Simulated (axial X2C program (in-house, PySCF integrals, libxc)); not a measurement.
**Outer orbitals of ZrH at 1.857 Å, PBE0**

All values were computed with an in-house relativistic program for diatomic molecules. Spin-free means the one-electron spin-free X2C Hamiltonian; two-component (2c) means X2C with spin–orbit coupling and atomic mean-field two-electron Coulomb and Gaunt terms, so the difference of the two also holds small scalar two-electron terms. Basis: Zr dyall-cv3z [11s12p9d6f3g], H dyall-v3z [6s2p1d] (cores contracted in-house); Gaussian nuclei, density fitting, unrestricted open shells. Masses: Zr 89.905 u, H 1.008 u.

The distance is close to the 2c PBE0 minimum; the highest filled and lowest empty levels are listed.

Spin-free orbitals, state M_S = 3/2, Λ = 0 (beyond evenly filled blocks: σα, δ+α, δ-α) (Löwdin shares):

```
symmetry  occupied  ε (eV)             atomic character
      σα       yes  -33.86                     97% Zr p
     π-α       yes  -33.83                    100% Zr p
     π+α       yes  -33.83                    100% Zr p
      σβ       yes  -33.15                     97% Zr p
     π-β       yes  -31.84                    100% Zr p
     π+β       yes  -31.84                    100% Zr p
      σα       yes   -7.66  54% H s, 24% Zr d, 14% Zr s
      σβ       yes   -7.56  57% H s, 21% Zr d, 14% Zr s
      σα       yes   -4.82  61% Zr s, 29% Zr d, 6% Zr p
     δ-α       yes   -4.16                    100% Zr d
     δ+α       yes   -4.16                    100% Zr d
     π+α        no   -1.70           88% Zr d, 10% Zr p
     π-α        no   -1.70           88% Zr d, 10% Zr p
      σβ        no   -1.57   62% Zr s, 32% Zr p, 3% H s
      σα        no   -1.52   60% Zr p, 30% Zr d, 6% H s
```

The lowest two-component determinant found has another configuration (Ω = 3/2 (⟨Sz⟩ = -1.50, ⟨Lz⟩ = 3.00 at PBE0)), so the levels differ by more than spin–orbit coupling. Its spinors:

```json
{"ω": "1/2", "occupied": "yes", "ε (eV)": "-35.24", "atomic character": "100% Zr p", "λ mixture": "92% π, 8% σ"}
{"ω": "-1/2", "occupied": "yes", "ε (eV)": "-34.38", "atomic character": "98% Zr p", "λ mixture": "75% σ, 25% π"}
{"ω": "-3/2", "occupied": "yes", "ε (eV)": "-33.10", "atomic character": "100% Zr p", "λ mixture": "100% π"}
{"ω": "-1/2", "occupied": "yes", "ε (eV)": "-32.48", "atomic character": "99% Zr p", "λ mixture": "75% π, 25% σ"}
{"ω": "1/2", "occupied": "yes", "ε (eV)": "-32.19", "atomic character": "97% Zr p", "λ mixture": "92% σ, 8% π"}
{"ω": "3/2", "occupied": "yes", "ε (eV)": "-31.78", "atomic character": "100% Zr p", "λ mixture": "100% π"}
{"ω": "-1/2", "occupied": "yes", "ε (eV)": "-7.46", "atomic character": "54% H s, 22% Zr d, 18% Zr s", "λ mixture": "100% σ"}
{"ω": "1/2", "occupied": "yes", "ε (eV)": "-7.21", "atomic character": "57% H s, 19% Zr d, 15% Zr s", "λ mixture": "100% σ"}
{"ω": "-1/2", "occupied": "yes", "ε (eV)": "-4.83", "atomic character": "59% Zr s, 29% Zr d, 8% Zr p", "λ mixture": "100% σ"}
{"ω": "3/2", "occupied": "yes", "ε (eV)": "-4.66", "atomic character": "100% Zr d", "λ mixture": "100% δ"}
{"ω": "1/2", "occupied": "yes", "ε (eV)": "-4.42", "atomic character": "95% Zr d, 2% Zr p, 2% H p", "λ mixture": "100% π"}
{"ω": "-3/2", "occupied": "no", "ε (eV)": "-1.89", "atomic character": "91% Zr d, 7% Zr p, 2% H p", "λ mixture": "100% π"}
{"ω": "-5/2", "occupied": "no", "ε (eV)": "-1.87", "atomic character": "100% Zr d", "λ mixture": "100% δ"}
{"ω": "1/2", "occupied": "no", "ε (eV)": "-1.65", "atomic character": "67% Zr s, 15% Zr d, 14% Zr p", "λ mixture": "100% σ"}
{"ω": "-1/2", "occupied": "no", "ε (eV)": "-1.38", "atomic character": "60% Zr p, 31% Zr d, 5% H s", "λ mixture": "100% σ"}
```

(1) How does the gap between the highest filled and lowest empty level change from the spin-free to the 2c table?

Mulliken charges and populations of the two-component result (they depend on the basis, above all on diffuse functions):

Zr 0.30 e (s 9.00 p 18.10 d 12.59 f 0.01), H -0.30 e (s 1.27 p 0.02). ⟨Lz⟩ = 3.00 ħ and ⟨Sz⟩ = -1.50 ħ (-1.52 and 0.02 on the two atoms), which add up to Ω.

Occupations by symmetry block were frozen at the best pattern of an incomplete PBE0 search. Density functionals use the spin component along the axis (collinear). Other states lie close and PBE0, whose exact exchange favours high spin, may order them wrongly; the determinant shown need not be the ground state. The nearest other spin-free determinant of the search, M_S = 3/2, Λ = 3, lies 0.006 eV up at the distance of the search. The functionals have no current-density term, which raises determinants with orbital currents, atoms included. With several unpaired electrons one determinant need not be a pure state.

## Answers

(1) From 2.46 to 2.53 eV at PBE0, a change of 0.07 eV.
